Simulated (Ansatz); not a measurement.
The first iterations of a band of BH$_{8}$NOSi (12 atoms, charge 0, multiplicity 1).

These are results of RKS PBE-D4/6-31G* (Ansatz 0.2.0), not measurements.

```yaml
movable_images: 5
climbing_image: yes
spring: 5.0 eV/Å²
optimiser: quadratic models (default)
start_path: through a guess of the saddle point
force_threshold: 0.03 eV/Å
iteration_limit: 60
end_points: relaxed
```

Image 0:

```xyz
12
Properties=species:S:1:pos:R:3
B 0.007 0.160 0.415
O -0.804 0.032 1.595
H -1.744 0.116 1.355
H 1.053 -0.468 0.466
H -0.573 0.118 -0.672
N 0.593 1.811 0.477
H 1.506 1.878 0.006
Si -0.660 2.895 -0.255
H -0.505 2.775 -1.733
H -1.992 2.429 0.224
H -0.445 4.320 0.166
H 0.746 1.974 1.481
```

Image 6:

```xyz
12
Properties=species:S:1:pos:R:3
B 0.406 0.454 0.092
O -0.613 -0.222 1.621
H -1.487 -0.408 1.217
H 1.415 -0.189 0.259
H -0.382 0.115 -0.769
N 0.444 1.888 0.412
H 1.293 2.227 0.870
Si -0.555 3.092 -0.374
H -1.959 2.566 -0.454
H -0.556 4.349 0.453
H -0.127 3.472 -1.766
H -0.698 0.699 1.964
```

| iteration | highest image above the first end (eV) | largest band force component (eV/Å) |
| --- | --- | --- |
| 1 | 8.455 | 41.086 |
| 2 | 2.661 | 4.546 |
| 3 | 1.597 | 2.789 |
| 4 | 1.128 | 1.876 |
| 5 | 0.984 | 0.873 |
| 6 | 0.906 | 1.105 |
| 7 | 0.868 | 0.581 |

Q: Does the band converge within its limit, and where does its top end?

A: The run converged. It ended after 23 iterations with the highest image 0.731 eV above the first end. A vibrational analysis at the climbing image gives one clearly imaginary mode, 1074i cm⁻¹: a first-order saddle point. The orbitals stay closed-shell, which can raise the energy where a bond breaks towards radicals; this wasn't checked here.

Time of the run: 2.6 min on 1 thread of AMD EPYC 9R45 96-Core Processor (Zen 5) (shared host), peak memory 0.14 GiB.
